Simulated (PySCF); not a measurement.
Benzo[b]thiophene-2-carboxylic acid, C9H6O2S.
SMILES with atom numbers: `[O:1]=[C:2]([OH:3])[c:4]1[cH:5][c:6]2[cH:7][cH:8][cH:9][cH:10][c:11]2[s:12]1`

NICS is the negative of the GIAO shielding at a point without a nucleus: at the ring centre (0) and 1 Å above and below it (1); zz is the component along the ring normal. Level: GIAO PBE0/pcSseg-1 (PySCF, non-relativistic, gas phase) on the GFN2-xTB geometry, one conformer.

Rings: 1. C4–C5–C6–C11–S12; 2. C6–C7–C8–C9–C10–C11.

```
set  NICS(0)  NICS(1), two faces  NICS(1)zz, two faces
  P     -9.2       -11.6 / -11.6         -28.9 / -28.9
  Q    -10.5       -10.2 / -10.2         -21.6 / -21.6
```

Which set (ppm) belongs to which ring?

P = 2, Q = 1.
- 1 (5-membered ring with S; formal bonds all aromatic): mean NICS(1)zz -21.6 ppm, shielded. The ring is flat and has no four-coordinate atom; by the NICS criterion it is aromatic, though in fused rings the probe also feels the neighbouring ring.
- 2 (6-membered carbocycle; formal bonds all aromatic): mean NICS(1)zz -28.9 ppm, shielded. The ring is flat and has no four-coordinate atom; by the NICS criterion it is aromatic, though in fused rings the probe also feels the neighbouring ring.

How do the rings differ in shape?

```csv
ring,bond lengths (Å),rms pucker (Å),HOMA,nearest outside atom to a NICS(1) probe (Å)
1,"1.363, 1.418, 1.412, 1.737, 1.743",0.00,0.74,hydrogen 2.52
2,"1.399, 1.375, 1.397, 1.378, 1.388, 1.412",0.00,0.95,hydrogen 2.65
```

HOMA = 1 − mean of α(R − Ropt)² over the ring bonds, with Krygowski's 1993 parameters (CC: Ropt 1.388 Å, α 257.7 Å⁻²; CS: Ropt 1.677 Å, α 94.09 Å⁻²).

On one thread of an Arm Neoverse V2, no GPU, on a shared host, this took 43 s and 1.1 GiB of memory at its peak. This is the whole shielding run at PBE0/pcSseg-1, SCF included.

Conformer computed: `[O:1]=[C:2]([OH:3])[c:4]1[cH:5][c:6]2[cH:7][cH:8][cH:9][cH:10][c:11]2[s:12]1`: O1–C2–C4–C5 0°, H–O3–C2–O1 0°.
